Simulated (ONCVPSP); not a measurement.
Transferability test, ONCV potential for iron

Fe (Z = 26), optimised norm-conserving Vanderbilt (ONCV), made with ONCVPSP 4.0.1 (PW91, scalar-relativistic). Core [Ne], reference 3s2 3p6 3d6 4s1 4p1. Waves: 3s+4s: rc 1.25 bohr, ncon 4, nbas 8, qcut 8.4 1/bohr, 2 projectors; 3p+4p: rc 1.40 bohr, ncon 4, nbas 8, qcut 12.4 1/bohr, 2 projectors; 3d: rc 1.45 bohr, ncon 4, nbas 8, qcut 9.2 1/bohr, 2 projectors, debl 1 Ha. Local part: polynomial inside 1.10 bohr (lpopt 5, dvloc0 0 Ha). Core correction: Teter function, fcfact 5.75, rcfact 1.6.

Energies are relative to the spin-unpolarised reference configuration 3s2 3p6 3d6 4s1 4p1; without spin polarisation the order of configurations can differ from experiment.

```
  valence configuration  charge  ΔE all-electron (eV)  error AE − PS (meV)
    3s2 3p6 3d6 4s2 4p0       0                -4.128                 +0.6
3s2 3p6 3d6.5 4s1.5 4p0       0                -4.864                 +3.2
```

**Question.** What are ΔE and the potential's error for 3s2 3p6 3d6 4s1 4p0?

**Answer.** ΔE = 4.664 eV all-electron; the error (AE − PS) is -0.1 meV.

**Question.** What are ΔE and the potential's error for 3s2 3p6 3d6 4s0 4p0?

**Answer.** ΔE = 20.916 eV all-electron; the error (AE − PS) is +1.7 meV.

Levels in the configuration 3s2 3p6 3d6 4s1 4p0:

```json
{"level": "3s", "all-electron (eV)": "-102.562", "pseudo (eV)": "-102.566"}
{"level": "3p", "all-electron (eV)": "-68.648", "pseudo (eV)": "-68.649"}
{"level": "3d", "all-electron (eV)": "-16.049", "pseudo (eV)": "-16.054"}
{"level": "4s", "all-electron (eV)": "-12.390", "pseudo (eV)": "-12.388"}
```
